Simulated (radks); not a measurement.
The numbers below are computed, except where a source is named.
Isoelectronic series with 28 electrons, each ion in its NIST ground configuration. Level of theory: scalar-relativistic Kohn-Sham, r2SCAN, spin-polarised, spherical densities, finite nucleus; open shells are filled with parallel spins first; meta-GGA in the generalised Kohn-Sham scheme; Fermi nuclear charge, rms radius of each element as measured or else 0.836 A^(1/3) + 0.57 fm (a radial shooting solver on a logarithmic mesh with Libxc functionals). Total energies (hartree) and mean radii <r> (bohr) (* marks an orbital that is empty in some or all of the ions):

ion    configuration  E (hartree)  4s down*  4s up*  3d down
Ni      [Ar] 3d8 4s2  -1520.80069     2.857   2.760    1.037
Cu+        [Ar] 3d10  -1654.80812     2.603   2.603    1.007
Zn2+       [Ar] 3d10  -1795.27129     2.220   2.220   0.8749
Ga3+       [Ar] 3d10  -1942.13031     1.959   1.959   0.7835
Ge4+       [Ar] 3d10  -2095.36970     1.765   1.765   0.7142
As5+       [Ar] 3d10  -2254.98881     1.612   1.612   0.6588
Se6+       [Ar] 3d10  -2420.99442     1.488   1.488   0.6128
Br7+       [Ar] 3d10  -2593.39938     1.384   1.384   0.5739
Kr8+       [Ar] 3d10  -2772.21977     1.296   1.296   0.5402
Rb9+       [Ar] 3d10  -2957.47481     1.219   1.219   0.5107
Sr10+      [Ar] 3d10  -3149.18565     1.151   1.151   0.4846
Zr12+      [Ar] 3d10  -3552.06966     1.038   1.038   0.4403
Nb13+      [Ar] 3d10  -3763.29373    0.9896  0.9896   0.4212
